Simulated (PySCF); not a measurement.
Spectra and structures to be paired. Computed with TDDFT B3LYP/def2-SVPD, vertical, gas phase, core orbitals frozen in the response in PySCF. Geometries: GFN2-xTB; one conformer of each isolated species. Triplets are in the Tamm–Dancoff approximation.

A. `C#C/C=C(\Cl)[SiH](C)C`
B. `C=C1C[Si@H]1C1(Cl)CC1`
C. `C=C1[C@H]([SiH2]1)C1(CC1)Cl`
D. `CC(C)C/C(F)=C/F`

Lowest singlet levels (six at most, fewer where fewer were computed) with oscillator strengths:

1. 263 nm (f 0.000); 224 nm (f 0.005); 210 nm (f 0.070); 208 nm (f 0.089); 199 nm (f 0.030); 198 nm (f 0.056); T1 4.14 eV
2. 247 nm (f 0.000); 244 nm (f 0.419); 221 nm (f 0.002); 208 nm (f 0.001); 204 nm (f 0.000); 192 nm (f 0.025); T1 3.20 eV
3. 253 nm (f 0.002); 218 nm (f 0.010); 203 nm (f 0.074); 200 nm (f 0.099); 196 nm (f 0.095); 194 nm (f 0.010); T1 4.12 eV
4. 199 nm (f 0.015); 181 nm (f 0.047); 173 nm (f 0.106); 171 nm (f 0.086); 160 nm (f 0.128); 157 nm (f 0.013); T1 4.50 eV

Question: Match each spectrum to its molecule.

Answer: 1 = C, 2 = A, 3 = B, 4 = D.
- A: S1 at 5.02 eV, HOMO-1→LUMO (97%); Löwdin shares by element: HOMO carbon 60% or more, chlorine 17% (atoms not listed hold the other 24%); LUMO carbon 79% or more (atoms not listed hold the other 21%); HOMO -6.80 and LUMO -1.53 eV; point group Cs, 2 of its 6 listed states under f = 0.0005.
- B: S1 at 4.90 eV, HOMO→LUMO (98%); Löwdin shares by element: HOMO carbon 54% or more, silicon 24% (atoms not listed hold the other 22%); LUMO carbon 62% or more, silicon 10% (atoms not listed hold the other 28%); HOMO -6.98 and LUMO -0.87 eV.
- C: S1 at 4.72 eV, HOMO→LUMO (96%); Löwdin shares by element: HOMO carbon 44% or more, silicon 22% (atoms not listed hold the other 33%); LUMO carbon 65% or more, silicon 9% (atoms not listed hold the other 26%); HOMO -6.86 and LUMO -1.00 eV.
- D: S1 at 6.21 eV, HOMO→LUMO+1 (53%), HOMO→LUMO (32%), HOMO→LUMO+2 (13%); Löwdin shares by element: HOMO carbon 60% or more, fluorine 25% (atoms not listed hold the other 16%); LUMO carbon 52% or more, hydrogen 7% or more (atoms not listed hold the other 41%); HOMO -7.07 and LUMO 0.10 eV.
A and B have S1 within 0.12 eV of each other; their strongest listed levels stand at 5.09 eV (f 0.419) and 6.20 eV (f 0.099).
